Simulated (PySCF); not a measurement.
**Interval between two levels of Ir by level of theory**

Ir [Xe] 4f14 5d7 6s2 [4F9/2, M_J = 9/2] → Ir [Xe] 4f14 5d6 6s2 7s1 [6D9/2, M_J = 9/2], as a difference of total energies. Computed with PySCF 2.14 in x2c-SVPall-2c with one added diffuse shell each of s, d type (8s9p10d2f, 99 functions), with the two-component X2C-1e Hamiltonian. Correlated levels: [Kr] 4d10 4f14 frozen; the 22 highest virtual spinors dropped. "Screened" scales the spin-orbit matrix elements by Boettger's factors to mimic the two-electron term; Breit and QED terms are absent.

| method | interval between two levels (cm⁻¹) |
| --- | --- |
| GHF (spin-free) | 57290 |
| GMP2 (spin-free) | 66485 |
| GHF (screened spin-orbit) | 58430 |
| GMP2 (screened spin-orbit) | 67294 |

The labels give the starting determinants; with spin-orbit coupling the two ends relaxed to ⟨J²⟩ = 24.77, ⟨L²⟩ = 13.11, ⟨S²⟩ = 3.53 and ⟨J²⟩ = 24.80, ⟨L²⟩ = 7.14, ⟨S²⟩ = 8.13.
